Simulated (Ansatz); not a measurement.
Worked example: C2H2BrF + GeH2Br → C2H2F + GeH2Br2

Species: C2H2BrF `C=C(F)Br`, singlet; GeH2Br `[GeH2][Br]`, doublet; C2H2F `C=[C]F`, doublet; GeH2Br2 `[Br][GeH2][Br]`, singlet. A radical takes Br: the energy is the difference in strength between the C–Br bond broken and the Ge–Br bond made.

Shapes, held fixed at every level: PBE0-D4/def2-TZVP. Programs: Ansatz 0.2.0. Electronic energies: no zero-point or thermal term.

At B2PLYP/def2-TZVPP; 1 Eh = 2625.50 kJ/mol:

| species | energy (Eh) |
| --- | --- |
| C2H2BrF | -2750.948093 |
| GeH2Br | -4651.601500 |
| C2H2F | -177.089680 |
| GeH2Br2 | -7225.463422 |

Question: Work out ΔE of the reaction at this level.

Answer: 
1. Products less reactants: (-177.089680) + (-7225.463422) − [(-2750.948093) + (-4651.601500)] = -0.003509 Eh = -9.2 kJ/mol.

Other levels give -59.1 (HF/def2-TZVPP) to +17.1 kJ/mol (SPW92/def2-TZVPP). No measured value is set beside it here. Spin contamination: C2H2F (⟨S²⟩ up to 0.93). Open shells run unrestricted unless RO is named. Relativity is left out for Br, Ge unless named. Correlated rows may include outer-core shells of Br, Ge, which these sets cover unevenly.
